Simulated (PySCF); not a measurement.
C4H8O2, SMILES O[C@@H]1[C@@](O)(C1)C. Atoms are numbered in the order given.

```xyz
14

C      1.3237    -0.9357     0.4020
C      0.4196     0.0119    -0.3499
O      0.6512     0.0857    -1.7287
C      0.0113     1.3190     0.2644
C     -0.9989     0.2050     0.1015
O     -1.4279    -0.5079     1.2187
H      1.0584    -0.9665     1.4669
H      1.2212    -1.9594     0.0030
H      2.3741    -0.6241     0.2925
H      0.4452    -0.7804    -2.1011
H      0.3648     1.5278     1.2789
H     -0.0612     2.1792    -0.4066
H     -1.7366     0.3236    -0.7052
H     -1.9871     0.0757     1.7439
```

Geometry: ωB97X-D3(BJ)/def2-SVP. The structure was generated by enumeration; whether it is a known compound was not checked. One conformer was computed; it need not be the lowest.

Computed with B3LYP/pcSseg-1 (PySCF).

GIAO shieldings, no solvent; atoms listed in one row are averaged. δ = σ(ref) − σ: ¹³C against TMS (σ = 181.3 ppm); ¹⁷O against H2O (σ = 333.8 ppm); ¹H against TMS (σ = 31.68 ppm), references at their B3LYP-D3(BJ)/def2-TZVP geometries, non-relativistic.

| nucleus | atoms | count | δ (ppm) |
|---|---|---|---|
| ¹³C | C5 | 1 | 64.3 |
| ¹³C | C2 | 1 | 61.5 |
| ¹³C | C4 | 1 | 27.9 |
| ¹³C | C1 | 1 | 23.5 |
| ¹⁷O | O3 | 1 | 80.3 |
| ¹⁷O | O6 | 1 | 52.0 |
| ¹H | H13 | 1 | 3.62 |
| ¹H | H7, H8, H9 | 3 | 1.82 |
| ¹H | H12 | 1 | 1.26 |
| ¹H | H14 | 1 | 0.69 |
| ¹H | H10 | 1 | 0.60 |
| ¹H | H11 | 1 | 0.57 |
